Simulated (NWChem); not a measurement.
sulfur difluoride (SF2); SMILES FSF

Program: NWChem. Coordinates come from a PBE0/def2-SVP optimisation.

Diagonal of the polarisability tensor at PBE0/def2-SVPD, 589 nm: 26.66, 22.17, 23.77 bohr³.

Problem. Find the mean polarisability volume, the molar refraction, and the refractive index that an ideal gas of it would have at 273.15 K and 1 atm.

Solution. 
1. Mean: one third of the trace = 24.20 bohr³ × 0.14818 Å³/bohr³ = 3.59 Å³.
2. Molar refraction (Lorentz-Lorenz): (4π/3) N_A α = 9.0 cm³/mol.
3. Number density p/kT = 2.687 × 10⁻⁵ Å⁻³; n − 1 = 2π N α = 6.05 × 10⁻⁴.
